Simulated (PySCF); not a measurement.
# Ionisation energy of Ru²⁶⁺ by level of theory

Ru²⁶⁺ [Ar] (1S) → Ru²⁷⁺ [Ne] 3s2 3p5 (2P), as a difference of total energies. All numbers are calculated (PySCF 2.14, no relativity, point nucleus, in an even-tempered Gaussian basis (16 s from 3.4 bohr⁻², ratio 2.5; 11 p from 4.4 bohr⁻², ratio 2.5; 5 d from 21 bohr⁻², ratio 2.7; 4 f from 32 bohr⁻², ratio 2.7)). Correlated levels: outer shells: 1s2 frozen; virtual orbitals above 40 to 60 times the deepest correlated orbital energy dropped. The calculations carry no spin-orbit coupling.

```tsv
method	ionisation energy (eV)
UHF	1443.2
LDA	1444.7
PBE	1444.7
PBE0	1444.9
r2SCAN	1445.3
M06	1445.4
r2SCAN0	1445.2
MP2 (outer shells)	1444.2
SCS-MP2 (outer shells)	1444.0
```

A first-order spin-orbit estimate (lowest level to lowest level, LS coupling) adds -8.174 eV.

All relativistic terms are absent from these numbers, so their closeness to the reference says little about the methods.

For comparison: 1447 ± 4 eV (semi-empirical (NIST evaluation); NIST Atomic Spectra Database, ionization energies).
